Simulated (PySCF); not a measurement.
C₂H₁₃NSi₃, SMILES C[SiH](C)N[SiH2][SiH3].

Geometry optimised at B3LYP-D3(BJ)/def2-SVP. The structure was generated by enumeration, and PubChem lists no compound with its InChIKey, so it may never have been made. The values are those of a single conformer.

These are PySCF with TDA-B3LYP/def2-SVPD values and carry that method's errors.

Vertical excitations. Gas-phase values at a fixed geometry.

Computed excitation energies, oscillator strengths and character:
```csv
state,energy (eV),λ (nm),f,main pairs
S1,5.58,222,0.005,HOMO→LUMO 98 %
S2,6.27,198,0.004,HOMO→LUMO+1 86 %
S3,6.33,196,0.023,"HOMO→LUMO+2 62 %, HOMO→LUMO+3 29 %"
S4,6.43,193,0.145,"HOMO→LUMO+3 58 %, HOMO→LUMO+2 33 %"
S5,6.77,183,0.091,HOMO→LUMO+4 92 %
S6,6.99,177,0.003,"HOMO→LUMO+5 63 %, HOMO→LUMO+6 13 %, HOMO−1→LUMO 10 %"
T1,5.21,238,0,HOMO→LUMO 94 %
T2,5.86,212,0,"HOMO→LUMO+2 49 %, HOMO→LUMO+3 37 %"
```
Triplets are in the Tamm–Dancoff approximation.
